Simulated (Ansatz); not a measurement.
C3H4N2, charge -1, doublet (typed; the unrestricted solution is spin-contaminated), at a GFN2-xTB geometry (a state made from the parent by changing its charge; the spin is typed, not shown lowest) (a gas-phase anion, which may not be bound at this level); MP2/3-21G (Ansatz, a first-principles code).

Ansatz was given this input:
Ansatz 0.2 input:
```yaml
crystal:
  periodic: [false, false, false]
  atoms:
    - {symbol: C, position_ang: [-0.84652934, -0.79820206, -0.09033747]}
    - {symbol: C, position_ang: [-0.98675970, 0.56810509, -0.20046441]}
    - {symbol: N, position_ang: [0.30353582, 1.16944435, 0.00193029]}
    - {symbol: C, position_ang: [1.10396885, -0.00117219, 0.31192324]}
    - {symbol: N, position_ang: [0.41553358, -1.16883674, 0.17615163]}
    - {symbol: H, position_ang: [-1.63968728, -1.53536007, -0.17101545]}
    - {symbol: H, position_ang: [-1.83265158, 1.17121505, -0.49959039]}
    - {symbol: H, position_ang: [0.64061912, 1.70945800, -0.82541420]}
    - {symbol: H, position_ang: [2.17415517, 0.03804876, 0.12271830]}
basis:
  gaussian:
    orbitals: 3-21G.json
total_charge: -1
magnetization: {spin_polarized: true, initial_magnetization: 1}
correlation: {method: mp2}
```
The basis file holds 3-21G in the JSON format of the Basis Set Exchange.

Task: What does Ansatz print? Leave out banner, timings and long lists.

Result: 
```
Functional definition: HF
731 factors; integrals over basis functions are off by at most 1.0e-3 eV
mean field evaluation 1: about -6076.8524 eV, gradient 1.7e1 eV
mean field evaluation 2: about -6077.4374 eV, gradient 1.7e1 eV
mean field evaluation 4: about -6079.4041 eV, gradient 3.5e0 eV
mean field evaluation 8: about -6079.5557 eV, gradient 4.7e-1 eV
mean field evaluation 16: about -6079.5728 eV, gradient 2.9e-5 eV
mean field -6079.57281313 eV, -223.4201800000 hartree, gradient 2.7e-6 eV, S^2 0.864029; 0 other end points of the search recorded, 0 dependent functions left out
5 core orbitals not correlated
reference -6079.57281313 eV, -223.4201800000 hartree; 14, 13 occupied and 34, 35 virtual orbitals, 731 factors
second order -12.58817490 eV of doubles, -0.00000000 eV of singles
Total energy: -6092.16098803 eV, -223.8827868951 hartree
```
